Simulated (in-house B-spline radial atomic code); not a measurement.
A radial electron density 4πr²n(r) was computed for an atom or ion in its tabulated ground configuration with a B-spline radial code for spherical atoms; method: Dirac-Kohn-Sham BLYP, spherical fractional occupations. Columns: r (bohr), 4πr²n(r) (electrons per bohr), bar.

```
 0.00449   0.3283 #
 0.00523   0.4363 #
  0.0061   0.5794 ##
 0.00711   0.7656 ##
 0.00829    1.008 ###
 0.00966    1.319 ####
  0.0113    1.727 #####
  0.0131    2.211 #######
  0.0153    2.845 #########
  0.0178    3.603 ###########
  0.0208    4.545 ##############
  0.0242    5.624 #################
  0.0282    6.876 #####################
  0.0329    8.275 #########################
  0.0383    9.741 #############################
  0.0446    11.21 ##################################
   0.052    12.59 ######################################
  0.0606     13.7 #########################################
  0.0706    14.41 ############################################
  0.0823    14.57 ############################################
  0.0959    14.11 ###########################################
   0.112    13.04 #######################################
    0.13    11.59 ###################################
   0.152    9.935 ##############################
   0.177    8.551 ##########################
   0.206    7.736 #######################
    0.24    7.677 #######################
    0.28    8.333 #########################
   0.326    9.362 ############################
    0.38    10.27 ###############################
   0.443    10.55 ################################
   0.517    9.891 ##############################
   0.602    8.344 #########################
   0.702    6.227 ###################
   0.818    4.067 ############
   0.953    2.285 #######
    1.11    1.085 ###
    1.29   0.4318 #
    1.51   0.1315 
    1.76  0.03203 
    2.05 0.005804
```

(1) Which atom or ion is it?
A. Al4+
B. Al5+
C. S6+
D. P7+

## Answers

(1) B. The area under the curve, ∫4πr²n dr = ∫r·4πr²n d(ln r) on this logarithmic grid, is 8 electrons; among the options with that count, the innermost peak, which lies near 1/Z bohr, picks Z = 13. The configuration is [He] 2s2 2p4.
